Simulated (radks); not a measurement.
Removal energies from neutral thallium, [Hg] 6p(1/2: 1, 3/2: 0), by Delta-SCF beside the eigenvalue of the level emptied. Calculated with a radial shooting solver on a logarithmic mesh with Libxc functionals: Dirac Kohn-Sham, PBE, spin-unpolarised, spherical densities, finite nucleus; Fermi nuclear charge, rms radius of each element as measured or else 0.836 A^(1/3) + 0.57 fm. Sub-shells are occupied by j as written (lower j first in brackets).

| removed from | final configuration | Delta-SCF (eV) | -eigenvalue (eV) |
|---|---|---|---|
| 6p1/2 | [Hg] | 5.950 | 2.840 |
| 6s1/2 | [Xe] 4f14 5d10 6s1 6p(1/2: 1, 3/2: 0) | 13.058 | 9.112 |
| 5d5/2 | [Xe] 4f14 5d(3/2: 4, 5/2: 5) 6s2 6p(1/2: 1, 3/2: 0) | 19.802 | 14.065 |
| 5d3/2 | [Xe] 4f14 5d(3/2: 3, 5/2: 6) 6s2 6p(1/2: 1, 3/2: 0) | 22.133 | 16.257 |
